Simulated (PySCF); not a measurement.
# From orbital energies to excitation energies

Compound: C6H7FSi.
Z-matrix (Å and degrees, GFN2-xTB geometry), rows numbered from 1:
```
C 
C   1  1.3310
C   2  1.4371  1  124.14
C   3  1.3545  2  123.14  1  -179.82
C   4  1.4452  3  117.63  2   179.95
C   5  1.3398  4  114.32  3     0.03
F   6  1.3487  5  122.29  4   179.99
Si  3  1.8959  2  127.75  1     0.07
H   1  1.0776  2  121.15  3    -0.03
H   1  1.0760  2  122.09  3   179.95
H   2  1.0845  1  119.73  3  -179.96
H   4  1.0813  3  123.01  2    -0.02
H   5  1.0794  4  121.21  3  -179.97
H   8  1.4614  3  114.43  2   -66.93
H   8  1.4615  3  114.56  2    66.93
```

Method used: PySCF, TDDFT PBE0/def2-SVPD, vertical, gas phase, core orbitals frozen in the response.

Orbital energies (eV): HOMO-3 -9.50, HOMO-2 -8.79, HOMO-1 -8.49, HOMO -6.15, LUMO -1.93, LUMO+1 0.25, LUMO+2 0.38.

Among the lowest singlets, which states do these configurations lead, and at what energies: HOMO→LUMO, HOMO→LUMO+1, HOMO-3→LUMO, HOMO-2→LUMO?

| state | leading configuration | weight | Δε (eV) | E (eV) | E − Δε (eV) | f | other configurations |
| --- | --- | --- | --- | --- | --- | --- | --- |
| S1 | HOMO→LUMO | 0.96 | 4.22 | 3.59 | -0.63 | 0.174 | – |
| S2 | HOMO→LUMO+1 | 0.98 | 6.39 | 5.19 | -1.21 | 0.0000 | – |
| S3 | HOMO-2→LUMO | 0.98 | 6.85 | 5.29 | -1.56 | 0.0000 | – |
| S8 | HOMO-3→LUMO | 0.88 | 7.57 | 6.18 | -1.39 | 0.0081 | – |

E − Δε runs from -1.56 to -0.63 eV. Among themselves, these states come in the order of their orbital differences. Δε is the difference of the two orbital energies.

H and L stand for HOMO and LUMO. The other states: S4 5.42 eV, f 0.036, H-1→L (50%), H→L+2 (49%); S5 5.69 eV, f 0.0013, H→L+3 (94%); S6 6.08 eV, f 0.299, H→L+2 (42%), H-1→L (41%), H→L+7 (10%); S7 6.10 eV, f 0.0027, H→L+4 (85%).

Pair triplets and singlets of the same leading configuration (75% or more in both) and give the splittings.

| configuration | triplet | E(T) (eV) | singlet | E(S) (eV) | E(S) − E(T) (eV) |
| --- | --- | --- | --- | --- | --- |
| HOMO→LUMO | T1 | 1.96 | S1 | 3.59 | +1.62 |
| HOMO-2→LUMO | T3 | 4.93 | S3 | 5.29 | +0.37 |

The 3 triplets are Tamm–Dancoff values, the singlets full response.

Summed over the main configurations (up to three a state, each over 8%) of all 8 singlets, the electron leaves HOMO with weight 4.75, HOMO-2 with weight 0.98, HOMO-1 with weight 0.91 and HOMO-3 with weight 0.88.

One conformer stands for the species.
